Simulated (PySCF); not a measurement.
C$_{5}$H$_{7}$O$_{2}$, doublet, geometry from GFN2-xTB; PBE0/STO-3G in PySCF.

PySCF was given this input:
```python
from pyscf import gto, scf, dft

mol = gto.Mole()
mol.atom = '''
    C     2.111952   -0.192210   -0.821613
    C     1.281194    0.658074    0.151110
    O     1.805428    1.472047    0.891062
    C    -0.076551    0.381909    0.011087
    C    -1.146272   -0.368611    0.018294
    C    -2.492712    0.184247   -0.366120
    O    -1.116813   -1.690788    0.382666
    H     3.151196   -0.153488   -0.507571
    H     1.760570   -1.219663   -0.837907
    H     2.013858    0.232444   -1.818397
    H    -3.187793    0.087529    0.468377
    H    -2.887718   -0.368502   -1.219521
    H    -2.409224    1.232807   -0.632969
    H    -2.015480   -2.041660    0.401612
'''
mol.basis = 'sto-3g'
mol.charge = 0
mol.spin = 1
mol.verbose = 4
mol.build()

mf = dft.UKS(mol)
mf.xc = 'pbe0'
mf.kernel()
mf.analyze()
```

What the program printed (banner, timings and long lists left out):

```
PySCF version 2.14.0

[INPUT] verbose = 4
[INPUT] num. atoms = 14
[INPUT] num. electrons = 53
[INPUT] charge = 0
[INPUT] spin (= nelec alpha-beta = 2S) = 1
[INPUT] symmetry False subgroup None
[INPUT] Mole.unit = angstrom
[INPUT] Symbol           X                Y                Z      unit          X                Y                Z       unit  Magmom
[...]
nuclear repulsion = 277.9016045716
number of shells = 28
number of NR pGTOs = 126
number of NR cGTOs = 42
basis = sto-3g
ecp = {}

******** <class 'pyscf.dft.uks.UKS'> ********
method = UKS
initial guess = minao
damping factor = 0
level_shift factor = 0
DIIS = <class 'pyscf.scf.diis.CDIIS'>
diis_start_cycle = 1
diis_space = 8
diis_damp = 0
SCF conv_tol = 1e-09
SCF conv_tol_grad = None
SCF max_cycles = 50
direct_scf = True
direct_scf_tol = 1e-13
number electrons alpha = 27  beta = 26
XC library pyscf.dft.libxc version 7.1.2
    S. Lehtola, C. Steigemann, M. J. T. Oliveira, and M. A. L. Marques,  SoftwareX 7, 1–5 (2018)
XC functionals = pbe0
    C. Adamo and V. Barone,  J. Chem. Phys. 110, 6158 (1999)
    M. Ernzerhof and G. E. Scuseria,  J. Chem. Phys. 110, 5029 (1999)
radial grids:
    Treutler-Ahlrichs [JCP 102, 346 (1995); DOI:10.1063/1.469408] (M4) radial grids

becke partition: Becke, JCP 88, 2547 (1988); DOI:10.1063/1.454033
pruning grids: <function nwchem_prune>
grids dens level: 3
symmetrized grids: False
atomic radii adjust function: <function treutler_atomic_radii_adjust>
small_rho_cutoff = 0
Set gradient conv threshold to 3.16228e-05
tot grids = 167416
init E= -341.414279907699

cycle= 1 E= -340.031564970717  delta_E= 1.38  |g|= 0.53  |ddm|= 3.55
cycle= 2 E= -338.421815878876  delta_E= 1.61  |g|= 1.65  |ddm|= 2.59
cycle= 3 E= -340.196355855415  delta_E= -1.77  |g|= 0.263  |ddm|= 2.26
cycle= 4 E= -340.24257406251  delta_E= -0.0462  |g|= 0.0889  |ddm|= 0.511
cycle= 5 E= -340.248342793726  delta_E= -0.00577  |g|= 0.0296  |ddm|= 0.137
cycle= 6 E= -340.249299037374  delta_E= -0.000956  |g|= 0.0172  |ddm|= 0.0634
cycle= 7 E= -340.249986178613  delta_E= -0.000687  |g|= 0.00925  |ddm|= 0.0766
cycle= 8 E= -340.250170215971  delta_E= -0.000184  |g|= 0.00446  |ddm|= 0.0333
cycle= 9 E= -340.250289370195  delta_E= -0.000119  |g|= 0.00177  |ddm|= 0.0445
cycle= 10 E= -340.250299974108  delta_E= -1.06e-05  |g|= 0.000775  |ddm|= 0.0119
cycle= 11 E= -340.250301821285  delta_E= -1.85e-06  |g|= 0.000241  |ddm|= 0.00511
cycle= 12 E= -340.250301956881  delta_E= -1.36e-07  |g|= 0.000101  |ddm|= 0.00106
cycle= 13 E= -340.250301993474  delta_E= -3.66e-08  |g|= 5.2e-05  |ddm|= 0.000513
cycle= 14 E= -340.250302008728  delta_E= -1.53e-08  |g|= 2.63e-05  |ddm|= 0.000453
cycle= 15 E= -340.250302011104  delta_E= -2.38e-09  |g|= 1.67e-05  |ddm|= 0.00019
cycle= 16 E= -340.250302011318  delta_E= -2.14e-10  |g|= 9.43e-06  |ddm|= 3.32e-05
Extra cycle  E= -340.250302011374  delta_E= -5.57e-11  |g|= 1.42e-05  |ddm|= 3.83e-05
converged SCF energy = -340.250302011374  <S^2> = 0.79572458  2S+1 = 2.0452135
**** SCF Summaries ****
Total Energy =                        -340.250302011373606
Nuclear Repulsion Energy =             277.901604571600046
One-electron Energy =                -1015.760218992205864
Two-electron Energy =                  397.608312409232212
Two-electron Coulomb Energy =          444.314430567655336
DFT Exchange-Correlation Energy =      -46.706118158423138
**** MO energy ****
                             alpha | beta                alpha | beta
[...]
To work with the spin densities directly, `use mulliken_meta_spin()` only printing them here.

 ** Mulliken spin pop alpha/beta on meta-lowdin orthogonal AOs **
 ** Mulliken Spin Density (per AO)  **
spin_pop of  0 C 1s        0.00000
spin_pop of  0 C 2s        0.00523
spin_pop of  0 C 2px       0.00922
spin_pop of  0 C 2py       0.00380
spin_pop of  0 C 2pz       0.01291
spin_pop of  1 C 1s        0.00000
spin_pop of  1 C 2s       -0.01590
spin_pop of  1 C 2px      -0.01738
spin_pop of  1 C 2py      -0.07167
spin_pop of  1 C 2pz      -0.06106
spin_pop of  2 O 1s       -0.00000
spin_pop of  2 O 2s        0.00335
spin_pop of  2 O 2px      -0.00203
spin_pop of  2 O 2py       0.10728
spin_pop of  2 O 2pz       0.21238
spin_pop of  3 C 1s       -0.00001
spin_pop of  3 C 2s        0.07252
spin_pop of  3 C 2px       0.13694
spin_pop of  3 C 2py       0.54289
spin_pop of  3 C 2pz       0.14141
spin_pop of  4 C 1s        0.00000
spin_pop of  4 C 2s       -0.01272
spin_pop of  4 C 2px      -0.01614
spin_pop of  4 C 2py      -0.01990
spin_pop of  4 C 2pz      -0.08395
spin_pop of  5 C 1s        0.00000
spin_pop of  5 C 2s        0.00899
spin_pop of  5 C 2px       0.02945
spin_pop of  5 C 2py       0.00246
spin_pop of  5 C 2pz       0.00399
spin_pop of  6 O 1s        0.00000
spin_pop of  6 O 2s        0.00413
spin_pop of  6 O 2px       0.00032
spin_pop of  6 O 2py       0.02800
spin_pop of  6 O 2pz      -0.01365
spin_pop of  7 H 1s        0.00008
spin_pop of  8 H 1s       -0.00367
spin_pop of  9 H 1s       -0.00381
spin_pop of  10 H 1s       -0.00441
spin_pop of  11 H 1s       -0.00187
spin_pop of  12 H 1s       -0.00184
spin_pop of  13 H 1s        0.00464
 ** Mulliken Spin Density (per atom)  **
spin density of  0 C =      0.03117
spin density of  1 C =     -0.16600
spin density of  2 O =      0.32099
spin density of  3 C =      0.89374
spin density of  4 C =     -0.13271
spin density of  5 C =      0.04490
spin density of  6 O =      0.01880
spin density of  7 H =      0.00008
spin density of  8 H =     -0.00367
spin density of  9 H =     -0.00381
spin density of  10 H =     -0.00441
spin density of  11 H =     -0.00187
spin density of  12 H =     -0.00184
spin density of  13 H =      0.00464
 ** Mulliken pop alpha/beta on meta-lowdin orthogonal AOs **
 ** Mulliken pop       alpha | beta **
In total            27.00000 | 26.00000
 ** Mulliken atomic charges   ( Nelec_alpha | Nelec_beta ) **
charge of  0C =     -0.17512  (     3.10315      3.07198 )
charge of  1C =      0.10181  (     2.86609      3.03209 )
charge of  2O =     -0.12504  (     4.22301      3.90203 )
charge of  3C =     -0.07891  (     3.48633      2.59259 )
charge of  4C =      0.05049  (     2.90840      3.04111 )
charge of  5C =     -0.16067  (     3.10279      3.05789 )
charge of  6O =     -0.14451  (     4.08165      4.06286 )
charge of  7H =      0.05841  (     0.47084      0.47075 )
charge of  8H =      0.05925  (     0.46854      0.47221 )
charge of  9H =      0.05900  (     0.46860      0.47240 )
charge of  10H =      0.05920  (     0.46819      0.47260 )
charge of  11H =      0.05900  (     0.46956      0.47144 )
charge of  12H =      0.07015  (     0.46400      0.46584 )
charge of  13H =      0.16694  (     0.41885      0.41421 )
Dipole moment(X, Y, Z, Debye): -3.01286, -1.52268, -1.24605
```
